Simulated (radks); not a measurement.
Initial-state core-level shifts of neutral hafnium when its valence configuration changes from [Xe] 4f14 5d2 6s2. Calculated with a radial shooting solver on a logarithmic mesh with Libxc functionals: Dirac Kohn-Sham, LDA (Slater exchange, Perdew-Wang correlation), spin-unpolarised, spherical densities, finite nucleus; open shells fill j = l - 1/2 first; Fermi nuclear charge, rms radius 5.347 fm. Shifts are changes of the shell-averaged eigenvalues in eV (positive: less bound); the change of the density at the nucleus, which sets a Mossbauer isomer shift, is in e/bohr^3, on a base of 1.204e+06.

valence                    1s       2s       3d       4p  density at nucleus
4f12 5d4 6s2          -16.465  -17.969  -20.148  -18.424              +146.2
4f13 5d2 6s2 6p1      -11.451  -12.253  -13.230  -12.517               +98.0
4f12 5d3.5 6s2 6p0.5  -18.328  -19.883  -22.049  -20.320              +160.6
4f14 5d1 6s2 6p1       -3.250   -3.340   -3.307   -3.318               +25.0
4f13.5 5d2.5 6s2       -3.880   -4.218   -4.700   -4.382               +34.5
4f12 5d2.5 6s2 6p1.5  -22.240  -23.920  -26.047  -24.297              +193.1
4f14 5d1 6s1 6p2       -4.475   -4.557   -4.521   -4.535               -34.8
4f14 5d3 6s1           +1.407   +1.490   +1.474   +1.482               -64.2
4f14 5d2 6s1 6p1       -1.259   -1.243   -1.243   -1.247               -51.9
